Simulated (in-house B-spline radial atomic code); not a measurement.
Radial electron density of Cr II (Cr+), [Ar] 3d4 4f1. Level of theory: non-relativistic RPBE, spin-polarised, spherical fractional occupations, point nucleus; calculated with a B-spline radial code for spherical atoms.

Columns: r (bohr), 4πr²n(r) (electrons per bohr), bar.

```
 0.00254   0.6693 #
 0.00318    1.017 #
 0.00397    1.526 ##
 0.00497     2.28 ###
 0.00621    3.354 #####
 0.00776    4.862 #######
  0.0097    6.922 ##########
  0.0121    9.602 ##############
  0.0152    13.07 ###################
  0.0189    16.94 ########################
  0.0237    21.21 ##############################
  0.0296    25.06 ####################################
   0.037    27.77 #######################################
  0.0463    28.55 ########################################
  0.0578    27.16 #######################################
  0.0723    24.38 ###################################
  0.0904    22.11 ###############################
   0.113    22.43 ################################
   0.141    25.82 #####################################
   0.176    30.04 ###########################################
   0.221    31.01 ############################################
   0.276    26.21 #####################################
   0.345    17.87 #########################
   0.431    11.53 ################
   0.539    10.52 ###############
   0.673    12.63 ##################
   0.842    13.14 ###################
    1.05    10.34 ###############
    1.31    6.156 #########
    1.64     2.83 ####
    2.05    1.078 ##
    2.57   0.3507 
    3.21   0.1104 
    4.01  0.05216 
    5.02  0.07297 
    6.27    0.124 
    7.84     0.16 
     9.8   0.1168 
    12.2   0.0463 
    15.3  0.01111 
    19.1 0.001189 
    23.9 4.551e-05 
    29.9 5.936e-07
```

On this grid the curve has 4 maxima, near 0.0463, 0.221, 0.842, 7.84 bohr.

The 3d up radial function P(r) = rR(r), positive near the nucleus:

```json
{"r (bohr)": "0.0237", "P": "0.001156"}
{"r (bohr)": "0.037", "P": "0.00398"}
{"r (bohr)": "0.0578", "P": "0.01303"}
{"r (bohr)": "0.0904", "P": "0.0397"}
{"r (bohr)": "0.141", "P": "0.1082"}
{"r (bohr)": "0.221", "P": "0.2576"}
{"r (bohr)": "0.345", "P": "0.5022"}
{"r (bohr)": "0.539", "P": "0.7722"}
{"r (bohr)": "0.842", "P": "0.8882"}
{"r (bohr)": "1.31", "P": "0.7375"}
{"r (bohr)": "2.05", "P": "0.4242"}
{"r (bohr)": "3.21", "P": "0.1505"}
{"r (bohr)": "5.02", "P": "0.02406"}
{"r (bohr)": "7.84", "P": "0.001236"}
```
